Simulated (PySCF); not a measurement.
HO$_{3}$W (SMILES [O]=[W](=[O])[OH]), doublet, geometry from GFN2-xTB (such geometries of metal compounds can be far from the true shape) (the multiplicity is a formal guess) (core potentials on W).

The PySCF input:
```python
from pyscf import gto, scf, dft

mol = gto.M(
    atom='''
W     0.01456069   -0.01714219    0.01285306
O     1.58355816   -0.43195623   -0.47574771
O    -0.52698380   -0.81194065    1.40841009
O    -0.99842751    1.17544104   -0.88133481
H    -1.54266621    1.81616908   -1.36174677
''',
    basis='def2-sv(p)',
    ecp={'W': 'def2-sv(p)'},
    spin=1,
    verbose=4,
)

mf = dft.UKS(mol)
mf.xc = 'pbe0'
mf.kernel()
```

Problem. Predict the <S^2> from PBE0/def2-SV(P) (PySCF).

Solution. 0.760

Problem. Estimate the total energy that PBE0/def2-SV(P) returns for this input.

Solution. -292.9806 Eh

Problem. What is the computed HOMO energy (PBE0/def2-SV(P))?

Solution. -7.72 eV

These values belong to the state on which the SCF converged, which isn't shown to be the lowest.
